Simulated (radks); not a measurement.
Problem. Valence configurations of the sulfur ion S2+ (all share [Ne]). Method: Dirac Kohn-Sham, PBE, spin-unpolarised, spherical densities, finite nucleus; open shells are shared between the two j in proportion to 2j + 1; Fermi nuclear charge, rms radius 3.2611 fm; computed with a radial shooting solver on a logarithmic mesh with Libxc functionals. Order these by energy: 3s1.5 3p2.5; 3p4; 3s1 3p3; 3s2 3p2.

Solution. From the lowest, in eV above it: 3s2 3p2 0.000; 3s1.5 3p2.5 5.715; 3s1 3p3 11.446; 3p4 22.948. NIST lists [Ne] 3s2 3p2 as the ground configuration; this level of theory agrees among the configurations tried. The energies are those of spherical spin-averaged densities, not of single terms.
